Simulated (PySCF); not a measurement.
Species: W(NH)2(NH2)2 (singlet state).
Bonds: W1–N2, W1–N4, W1–N6, W1–N9. Hydrogens: H3 on N2; H5 on N4; H7, H8 on N6; H10, H11 on N9.

Computed with PySCF 2.14.0, PBE0-D3(BJ)/def2-SVP geometry optimisation, gas phase, def2 core potentials past Kr.

Task: How far are the bound atoms from W1?

Result: 4 atoms: N4 1.758 Å, N2 1.759 Å, N6 1.960 Å, N9 1.961 Å. The nearest atom not counted as bound is H7, at 2.67 Å (others tie with it).

Task: List the angles at W1.

Result: 
```json
{"angle": "N2–W1–N4", "degrees": "116.4", "distance of the outer atoms (Å)": "2.99"}
{"angle": "N6–W1–N9", "degrees": "112.8", "distance of the outer atoms (Å)": "3.27"}
{"angle": "N2–W1–N6", "degrees": "107.0", "distance of the outer atoms (Å)": "2.99"}
{"angle": "N2–W1–N9", "degrees": "107.0", "distance of the outer atoms (Å)": "2.99"}
{"angle": "N4–W1–N9", "degrees": "106.9", "distance of the outer atoms (Å)": "2.99"}
{"angle": "N4–W1–N6", "degrees": "106.8", "distance of the outer atoms (Å)": "2.99"}
```

Task: What is the shape at W1?

Result: Distorted tetrahedral: angles from 106.8° to 116.4°; τ4 = (360° − α − β)/141° = 0.93 with α and β the two widest (0 for a square, 1 for a tetrahedron). The W–N distances aren't all alike: 1.758 to 1.961 Å.

Task: What are the other bond lengths?

Result: N2–H3, N4–H5 1.014 Å; N6–H7 and 3 like bonds 1.014 Å.

Task: What are the rotational constants (commonest isotopes, rigid rotor)?

Result: A = 3495, B = 3090, C = 3020 MHz: an asymmetric top.

Point group: C2v (every atom within 0.08 Å of its image). Charge 0, singlet. No PBE0-D3(BJ)/def2-SVP frequencies stand behind this structure, so it isn't proved a minimum.

The run took 75 s of wall time on one thread, Arm Neoverse V2 (aarch64) (shared host), and the process peaked at 0.48 GiB of memory. These figures are those of the optimisation.
